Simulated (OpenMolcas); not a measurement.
**Ti2+: input and output**

Input:

```
&GATEWAY
Coord
1

Ti 0.0 0.0 0.0
Basis=ANO-L-VQZP
Group=XYZ
NoMove
AngMom=0.0 0.0 0.0
AMFI
&SEWARD
* reference wave functions (RASSCF and RASSI steps not shown): 2 electrons in 5 orbitals (3d)
>>> COPY JOB001 $Project.JobIph
&CASPT2
Multistate=10 1 2 3 4 5 6 7 8 9 10
Frozen=2 3
IPEA=0.25
Imaginary=0.1
MaxIter=60
WThr=0.0 0.3 0.05
PrWF=0.5
NoMix
>>> COPY JOB002 $Project.JobIph
&CASPT2
Multistate=15 1 2 3 4 5 6 7 8 9 10 11 12 13 14 15
Frozen=2 3
IPEA=0.25
Imaginary=0.1
MaxIter=60
WThr=0.0 0.3 0.05
PrWF=0.5
NoMix
```

Launched by
```bash
OMP_NUM_THREADS=1 MOLCAS_MEM=2252 MOLCAS_PROJECT=a pymolcas a.inp > a.log  # once for each step of the input, in one work folder
```

Output, cut to the results:

```
--- CASPT2 ---
Orbital specifications:
      -----------------------

      Symmetry species                           1   2
                                                ag  au
      Frozen orbitals                            2   3
      Inactive orbitals                          1   3
      Active orbitals                            5   0
      Secondary orbitals                        37  33
      Deleted orbitals                           0   0
      Number of basis functions                 45  39
Type of calculation                        MS-CASPT2
      Fock operator                              state-specific
      IPEA shift                                 0.25
      Real shift                                 0.00
      Imaginary shift                            0.10
      The input orbitals will be transformed to quasi-canonical
Reference energy:        -847.7305016307
      E2 (Non-variational):      -0.2864148736
      Shift correction:          -0.0001313650
      E2 (Variational):          -0.2865462386
      Total energy:            -848.0170478693
      Residual norm:              0.0000003938
      Reference weight:           0.94968
      Contributions to the CASPT2 correlation energy
      Active & Virtual Only:         -0.0070997332
      One Inactive Excited:          -0.1040694779
      Two Inactive Excited:          -0.1752456625
Reference energy:        -847.7305016307
      E2 (Non-variational):      -0.2858096319
      Shift correction:          -0.0001268695
      E2 (Variational):          -0.2859365014
      Total energy:            -848.0164381321
      Residual norm:              0.0000003136
      Reference weight:           0.95007
      Contributions to the CASPT2 correlation energy
      Active & Virtual Only:         -0.0069725901
      One Inactive Excited:          -0.1037735626
      Two Inactive Excited:          -0.1750634793
::    CASPT2 Root  1     Total energy:   -848.01704787
::    CASPT2 Root  2     Total energy:   -848.01643813
::    CASPT2 Root  3     Total energy:   -848.01509668
::    CASPT2 Root  4     Total energy:   -848.01510799
::    CASPT2 Root  5     Total energy:   -848.01398049
::    CASPT2 Root  6     Total energy:   -848.01479074
::    CASPT2 Root  7     Total energy:   -848.01590119
::    CASPT2 Root  8     Total energy:   -847.96464330
::    CASPT2 Root  9     Total energy:   -847.96464330
::    CASPT2 Root 10     Total energy:   -847.96464330
::    MS-CASPT2 Root  1     Total energy:   -848.01740378
::    MS-CASPT2 Root  2     Total energy:   -848.01669036
::    MS-CASPT2 Root  3     Total energy:   -848.01591724
::    MS-CASPT2 Root  4     Total energy:   -848.01525090
::    MS-CASPT2 Root  5     Total energy:   -848.01489060
::    MS-CASPT2 Root  6     Total energy:   -848.01458351
::    MS-CASPT2 Root  7     Total energy:   -848.01368066
::    MS-CASPT2 Root  8     Total energy:   -847.96463572
::    MS-CASPT2 Root  9     Total energy:   -847.96462840
::    MS-CASPT2 Root 10     Total energy:   -847.96461183
--- CASPT2 ---
Orbital specifications:
      -----------------------

      Symmetry species                           1   2
                                                ag  au
      Frozen orbitals                            2   3
      Inactive orbitals                          1   3
      Active orbitals                            5   0
      Secondary orbitals                        37  33
      Deleted orbitals                           0   0
      Number of basis functions                 45  39
Type of calculation                        MS-CASPT2
      Fock operator                              state-specific
      IPEA shift                                 0.25
      Real shift                                 0.00
      Imaginary shift                            0.10
      The input orbitals will be transformed to quasi-canonical
Reference energy:        -847.6796549439
      E2 (Non-variational):      -0.2999757384
      Shift correction:          -0.0005965310
      E2 (Variational):          -0.3005722694
      Total energy:            -847.9802272133
      Residual norm:              0.0000004292
      Reference weight:           0.94140
      Contributions to the CASPT2 correlation energy
      Active & Virtual Only:         -0.0171342455
      One Inactive Excited:          -0.1014942026
      Two Inactive Excited:          -0.1813472903
Reference energy:        -847.6796549439
      E2 (Non-variational):      -0.2999743436
      Shift correction:          -0.0005965047
      E2 (Variational):          -0.3005708483
      Total energy:            -847.9802257922
      Residual norm:              0.0000004281
      Reference weight:           0.94140
      Contributions to the CASPT2 correlation energy
      Active & Virtual Only:         -0.0171342068
      One Inactive Excited:          -0.1014901595
      Two Inactive Excited:          -0.1813499773
::    CASPT2 Root  1     Total energy:   -847.98022721
::    CASPT2 Root  2     Total energy:   -847.98022579
::    CASPT2 Root  3     Total energy:   -847.98017516
::    CASPT2 Root  4     Total energy:   -847.98022082
::    CASPT2 Root  5     Total energy:   -847.98018619
::    CASPT2 Root  6     Total energy:   -847.95025600
::    CASPT2 Root  7     Total energy:   -847.94654187
::    CASPT2 Root  8     Total energy:   -847.94907755
::    CASPT2 Root  9     Total energy:   -847.94872065
::    CASPT2 Root 10     Total energy:   -847.95047080
::    CASPT2 Root 11     Total energy:   -847.95024749
::    CASPT2 Root 12     Total energy:   -847.94991829
::    CASPT2 Root 13     Total energy:   -847.94862128
::    CASPT2 Root 14     Total energy:   -847.94978387
::    CASPT2 Root 15     Total energy:   -847.86890968
::    MS-CASPT2 Root  1     Total energy:   -847.98031840
::    MS-CASPT2 Root  2     Total energy:   -847.98029254
::    MS-CASPT2 Root  3     Total energy:   -847.98023277
::    MS-CASPT2 Root  4     Total energy:   -847.98019491
...
```

Levels above the lowest, from the spin-orbit matrix with the single-state CASPT2 energies, averaged by term, on its diagonal:

```
Configuration  Term  J  E (cm⁻¹)  Measured (cm⁻¹)      g  Term weight %
          3d²    ³F  2       0.0              0.0  0.666            100
          3d²    ³F  3       197              185  1.084            100
          3d²    ³F  4       452              420  1.251            100
          3d²    ¹D  2      8000             8474  1.001            100
          3d²    ³P  0     11290            10538                   100
          3d²    ³P  1     11350            10604  1.501            100
          3d²    ³P  2     11490            10721  1.500            100
          3d²    ¹G  4     14790            14398  1.000            100
          3d²    ¹S  0     32430            32476                   100
```

Against the 8 measured excited levels shown (Corliss and Sugar, J. Phys. Chem. Ref. Data 8, 1 (1979)) the mean absolute deviation is 400 cm-1; the largest miss in energy is 3d² ³P₂: computed 11490, measured 10721 cm⁻¹ (+7.2 %).

CASPT2 does not keep the components of a term degenerate, so their means are used; among the terms shown or strongly mixed into the levels shown the widest spread is 860 cm-1 (3d² ¹G). Computed and measured levels are paired by configuration, term and J; levels that our copy of the source lacks, or whose pairing is in doubt (as where it misses far off the trend of its configuration), stay unpaired and out of the deviations. Levels of configurations outside the active space are missing.

The CASPT2 steps took 5.6 s on 1 thread of AMD EPYC 9R45 96-Core Processor (Zen 5), on a shared host; the integral step is not counted.

The term weight is that of the spin-free term in the level, not the purity of its configuration.
